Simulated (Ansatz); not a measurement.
C4H3F3 can be A, `FC1C=CC1(F)F`, or B, `FC1=C(F)C(F)C1`.

Computed with Ansatz on PBE0-D4/def2-TZVP structures; ΔE is electronic, products minus reactants. CBS: MP2 limit from def2 TZ/QZ plus the TZ coupled-cluster correction, frozen cores. Functionals use def2-TZVPP. B3LYP here is the variant with VWN-RPA as its local correlation; programs differ in this.

Question: Which is lower in electronic energy at CCSD(T)/CBS, and by how much? (Best estimate.)

Answer: Ansatz gave: A, by 34.9 kJ/mol.

Question: Give E(B) − E(A) in kJ/mol with B3LYP-D4, BLYP-D4, LDA (SPW92), CCSD(T)/def2-TZVPP, HF/def2-TZVPP, PBE-D4, CCSD/def2-TZVPP. (Best estimate.)

Answer: Ansatz gave: B3LYP-D4 27.0, BLYP-D4 23.5, LDA (SPW92) 16.1, CCSD(T)/def2-TZVPP 33.1, HF/def2-TZVPP 42.5, PBE-D4 17.1, CCSD/def2-TZVPP 34.2. None reverses the order clearly.

Question: Does the order hold for the free energy at 298.15 K (harmonic terms from PBE0-D4)? (An estimate is asked.)

Answer: Computed: Yes: G(B) − G(A) = +36.2 kJ/mol.

Largest T1 diagnostic: 0.012.

From BLYP to BHLYP (50 % exact exchange), in def2-TZVPP and without D4, E(B) − E(A) moves by +11.2 kJ/mol. Leaving LDA and LC-ωPBE aside and taking each functional with its dispersion term where it has one, the values, not all of them listed here, spread over 16.7 kJ/mol, from PBE-D4 to BHLYP-D4.
